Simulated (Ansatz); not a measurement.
A run for Ansatz (a first-principles code): U-CCSD(T)/def2-QZVPP on SrF, 2S+1 = 2, a spin state set in the input, which need not be the lowest, a point of a bond scan (R = 2.077 Å). Elements past Kr take the def2 small-core potentials; no spin–orbit coupling. Files ending in .json are basis or fitting sets from the Basis Set Exchange.

Ansatz 0.2 input:
```yaml
crystal:
  periodic: [false, false, false]
  atoms:
    - {symbol: F, position_ang: [0.00000000, 0.00000000, 0.00000000]}
    - {symbol: Sr, position_ang: [0.00000000, 0.00000000, 2.07701600]}
basis:
  gaussian:
    orbitals: def2-QZVPP.json
    pivot_positions_ang: [[0.00000000, 0.00000000, 0.00000000], [0.00000000, 0.00000000, 2.07701600]]
magnetization: {spin_polarized: true, initial_magnetization: 1}
correlation: {method: ccsd_t, electrons: valence}
output: {orbitals: {seedname: ./end}}
```

Question: What total energy does the run end on?

Answer: -130.4583 hartree (reference determinant -129.9150, T1 diagnostic 0.020).

Question: How many basis functions does it have, and what does it roughly cost on one machine?

Answer: 120 functions; roughly 27 core-seconds.
